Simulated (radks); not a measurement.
All-electron atom: Ta31+ in [Kr] 4d6 (the NIST ground configuration).

All-electron calculation, scalar-relativistic Kohn-Sham, exchange-only LDA, spin-polarised, spherical densities, point nucleus; open shells are filled with parallel spins first (spin-orbit coupling, left out, can overturn this in heavy ions). Program: a radial shooting solver on a logarithmic mesh with Libxc functionals.

Energy parts (eV):
total: -410638.52
kinetic: 452668.72
electron-nucleus: -962902.62
Hartree: 106503.56
exchange: -6908.17

Orbitals (lengths in bohr, moments of r in powers of bohr; <r^-3> diverges for s and p1/2; r(max) is where P^2 peaks):
orbital,occ.,eigenvalue (eV),<r>,<r^-3>,r(max)
1s up,1,-68482.78,0.01867,-,0.01168
1s down,1,-68482.61,0.01867,-,0.01168
2s up,1,-12743.33,0.07900,-,0.06691
2s down,1,-12739.36,0.07900,-,0.06690
2p up,3,-11315.73,0.07060,18720,0.05479
2p down,3,-11312.40,0.07059,18730,0.05478
3s up,1,-3811.550,0.2039,-,0.1884
3s down,1,-3808.790,0.2038,-,0.1884
3p up,3,-3386.653,0.2035,4214,0.1861
3p down,3,-3383.730,0.2034,4216,0.1861
3d up,5,-2895.738,0.1840,544.8,0.1513
3d down,5,-2892.062,0.1839,544.8,0.1514
4s up,1,-1589.213,0.4250,-,0.4120
4s down,1,-1579.504,0.4251,-,0.4118
4p up,3,-1436.198,0.4399,1235,0.4257
4p down,3,-1426.617,0.4403,1232,0.4256
4d up,5,-1247.851,0.4437,152.0,0.4231
4d down,1,-1238.300,0.4442,151.7,0.4230
5s up,0,-857.4033,0.7547,-,0.7660
5s down,0,-852.5280,0.7574,-,0.7680
5p up,0,-791.2363,0.7871,491.5,0.8011
5p down,0,-786.7353,0.7901,486.7,0.8035

The highest occupied level is 4d down at -1238.3 eV. Spin moment in Bohr magnetons: 4. The density falls to 0.001 e/bohr^3 at r = 1.19 bohr.
